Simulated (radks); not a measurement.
Results of a calculation; reference values are marked as such.
Ionisation of the palladium ion Pd+, [Kr] 4d9, to Pd2+, [Kr] 4d8, under several functionals. Scalar-relativistic Kohn-Sham, spin-polarised, spherical densities, point nucleus; open shells are filled with parallel spins first (spin-orbit coupling, left out, can overturn this in heavy ions); a radial shooting solver on a logarithmic mesh with Libxc functionals.

| functional | E(Pd+) (hartree) | Exc (hartree) | IE (eV) | -e(HOMO) (eV) | <r> HOMO (bohr) | IE error (eV) |
|---|---|---|---|---|---|---|
| SOGGA | -5042.76553 | -140.75351 | 20.143 | 14.158 | 1.465 | +0.713 |
| exchange-only PBE | -5043.19233 | -141.15000 | 19.133 | 13.248 | 1.483 | -0.297 |
| XLYP | -5046.62279 | -144.62812 | 20.234 | 14.258 | 1.475 | +0.804 |
| PBE | -5045.56258 | -143.57859 | 20.252 | 14.265 | 1.467 | +0.822 |
| revPBE | -5045.78703 | -143.81241 | 20.158 | 14.169 | 1.465 | +0.728 |
| RPBE | -5045.87295 | -143.89953 | 20.159 | 14.170 | 1.466 | +0.729 |

NIST Atomic Spectra Database: 19.4 eV (semi-empirical). Closest: exchange-only PBE. The Delta-SCF values span 1.12 eV, the total energies 3.86 hartree. The highest occupied level is 4d. Open shells are spherical and high-spin; term and fine-structure splittings are not resolved.
